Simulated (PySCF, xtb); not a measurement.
SnF₂, SMILES [F][Sn][F] (connectivity only; charge and spin as stated), neutral, multiplicity 1.

GFN2-xTB (xtb 6.7.1) at its own geometry gives an orbital gap of 4.82 eV and a dipole moment of 6.76 D.

Coordinates come from a TPSSh-D3(BJ)/def2-TZVP optimisation. The isomer is the one that the SMILES or the coordinates give; other isomers of the formula were not compared. The def2 effective core potentials stand for the cores of Sn; spin–orbit coupling is left out.

What does r2SCAN/def2-TZVPD (PySCF) give? (An estimate is asked for; the answer gives what the named calculation found.)

gap 4.43 eV (levels -7.88 and -3.45 eV), dipole 3.63 D.
